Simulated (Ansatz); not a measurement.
Consider the formal exchange of groups at the Si–N bond: `C=CN[SiH2][AlH2]` + `BCOC` → `BCO[SiH2][AlH2]` + `C=CNC`.

Calculated with Ansatz (gas phase, PBE0-D4/def2-TZVP geometries, no zero-point term in ΔE). CCSD(T)/CBS is the MP2 limit (def2-TZVPP, def2-QZVPP) plus CCSD(T) − MP2 in def2-TZVPP, frozen cores. Functionals use def2-TZVPP. One conformer a species, not always the lowest.

`C=CN[SiH2][AlH2]`:

```xyz
13

C    -1.265    0.542   -0.357
C    -0.054    0.985   -0.894
N     1.008    0.204   -0.989
Si    1.044   -1.293    0.060
Al   -0.536   -0.138    1.605
H    -1.589   -0.463   -0.622
H    -2.069    1.267   -0.310
H     0.072    2.033   -1.164
H     1.842    0.624   -1.370
H     2.512   -1.534    0.188
H     0.544   -2.406   -0.806
H     0.218    1.079    2.318
H    -1.727   -0.900    2.343
```

`BCOC`:

```xyz
11

B    -1.999   -0.173   -0.095
C    -0.467   -0.381   -0.049
O     0.287    0.794    0.075
C     1.665    0.550    0.111
H    -2.496    0.911   -0.029
H    -2.688   -1.146   -0.200
H    -0.247   -1.088    0.777
H    -0.176   -0.950   -0.957
H     1.940   -0.085    0.966
H     2.170    1.512    0.209
H     2.012    0.057   -0.808
```

`BCO[SiH2][AlH2]`:

Z-matrix (Å, degrees):
```
C
O 1 1.415
B 1 1.550 2 117.9
H 1 1.103 2 107.7 3 120.1
H 1 1.107 2 111.5 3 -127.8
Si 2 1.654 1 121.5 3 82.4
H 3 1.197 1 117.6 2 178.1
H 3 1.195 1 122.3 2 -0.8
Al 6 2.473 2 113.0 1 62.4
H 6 1.501 2 110.2 1 -60.2
H 6 1.489 2 105.3 1 -175.2
H 9 1.591 6 120.1 2 167.0
H 9 1.592 6 121.6 2 -13.4
```

`C=CNC`:

Cartesian coordinates in Å:
```
C -1.959 0.374 0.063
C -0.741 0.045 -0.372
N 0.463 0.455 0.152
C 1.617 -0.398 0.016
H -2.109 0.986 0.946
H -2.836 0.053 -0.481
H -0.633 -0.576 -1.258
H 0.388 0.918 1.045
H 1.569 -1.311 0.627
H 1.723 -0.698 -1.029
H 2.517 0.154 0.292
```

```json
{"species": "`C=CN[SiH2][AlH2]`", "PBE-D4 energy (Eh)": "-667.30575"}
{"species": "`BCOC`", "PBE-D4 energy (Eh)": "-180.28086"}
{"species": "`BCO[SiH2][AlH2]`", "PBE-D4 energy (Eh)": "-674.48116"}
{"species": "`C=CNC`", "PBE-D4 energy (Eh)": "-173.09415"}
```

(1) Work out ΔE.

Largest T1 diagnostic among the species: 0.016.

Answers

(1) ΔE = (-674.48116) + (-173.09415) − (-667.30575) − (-180.28086) = 0.01130 Eh = +29.7 kJ/mol. CCSD(T)/CBS gives +15.4 kJ/mol.

In def2-TZVPP, CCSD(T) changes the Hartree–Fock value by +32.5 kJ/mol (the triples alone add +7.3 kJ/mol) and MP2 by +34.8 kJ/mol. The D4 term adds +7.7 kJ/mol with B3LYP and +3.7 kJ/mol with PBE0; it sums over pairs of atoms, weighted by their polarisabilities, and B3LYP, whose exchange is more repulsive, gets the larger term.

B3LYP here is the variant with VWN-RPA as its local correlation; programs differ in this.
